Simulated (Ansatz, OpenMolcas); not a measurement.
## From Ansatz to OpenMolcas

This Ansatz 0.2.0 job computes triplet CH6Ge:

input.yaml:
```yaml
crystal:
  periodic: [false, false, false]
  atoms:
    - {symbol: C, position_ang: [-0.310900, 0.190300, -0.971400]}
    - {symbol: Ge, position_ang: [0.296900, -0.181900, 0.846700]}
    - {symbol: H, position_ang: [-1.380100, 0.404200, -0.976500]}
    - {symbol: H, position_ang: [0.218800, 1.052200, -1.378400]}
    - {symbol: H, position_ang: [-0.124600, -0.669400, -1.616000]}
    - {symbol: H, position_ang: [0.030700, 1.028200, 1.760100]}
    - {symbol: H, position_ang: [1.807100, -0.479600, 0.857700]}
    - {symbol: H, position_ang: [-0.445700, -1.401200, 1.422100]}
basis:
  gaussian: {orbitals: STO-3G}
magnetization: {spin_polarized: true, initial_magnetization: 2}
hamiltonian: {xc: hf}
accuracy: high
output: {orbitals: {seedname: orbitals}}
```

```bash
$ ansatz run input.yaml --threads 1 --pin off --max-ram 3480MiB --events-out events.jsonl --progress --plain --runs-dir runs
```

The coordinates come from a PBE0-D4/def2-TZVP relaxation. That shape belongs to the parent species and isn't relaxed for this state.

It gives a total energy of -2092.242030 Eh.

Q: How is this level of theory, on these atoms, set up in OpenMolcas 26.06 as an input file of the program's own?

A: This input was run:

run.input:
```
>>> EXPORT MOLCAS_PRINT=2
&GATEWAY
BASLIB=$CurrDir
BASISSET
C.STO-3G....
C1 -0.310900 0.190300 -0.971400 angstrom
End of Basis
BASISSET
Ge.STO-3G....
Ge2 0.296900 -0.181900 0.846700 angstrom
End of Basis
BASISSET
H.STO-3G....
H3 -1.380100 0.404200 -0.976500 angstrom
H4 0.218800 1.052200 -1.378400 angstrom
H5 -0.124600 -0.669400 -1.616000 angstrom
H6 0.030700 1.028200 1.760100 angstrom
H7 1.807100 -0.479600 0.857700 angstrom
H8 -0.445700 -1.401200 1.422100 angstrom
End of Basis
&SEWARD
&SCF
UHF
SPIN=3
THRESHOLDS=1e-10 1e-07 1e-07 1e-05
PRORBITALS=1 1
```

```bash
$ export MOLCAS_MEM=1860
$ pymolcas run.input > run.log
```

(Basis files named in the input come from the Basis Set Exchange and aren't shown.)

Its energy is -2092.242030 Eh, 0.000 mEh from the first.
